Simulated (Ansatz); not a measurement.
A made-up structure of MgNHTe, closed shell:

N1  (-0.149, 0.428, -0.528)
Mg2  (1.153, 0.618, 0.839)
Te3  (0.149, -1.620, 0.255)
H4  (1.683, 1.292, 2.329)
(Å)

It is relaxed with PBE-D4/def2-SVP and then PBE0-D4/def2-TZVP (Ansatz 0.2.0). Atoms count as bonded within 1.22 times the sum of their covalent radii (H–H: 0.88 Å). The end point is not checked to be a true minimum.

(1) Does its bonding change? (A judgement: the text doesn't fix the answer.)

Answers

(1) The calculation gives: No: no bond forms or breaks.

Where it ends: The first stage lowers the energy by 0.96 eV in 5 steps. It ends as MgNHTe ([N]1[MgH][Te]1):
```csv
atom,x (Å),y (Å),z (Å)
N1,-0.0639,0.1954,-0.5124
Mg2,1.0205,0.6889,1.1111
Te3,-0.0088,-1.6590,-0.0262
H4,1.8880,1.4926,2.3221
```

Labels in which every atom is bracketed show which atoms are joined, not bond orders.

For scale, one of the runs: PBE0-D4/def2-TZVP relaxation, 119 basis functions, launched by `ansatz run in.yaml --threads 2 --pin off --events-out ev --progress --plain --max-ram 4352MiB`. The run took about 16 s on 2 CPU threads of an Arm Neoverse V2 (shared host).
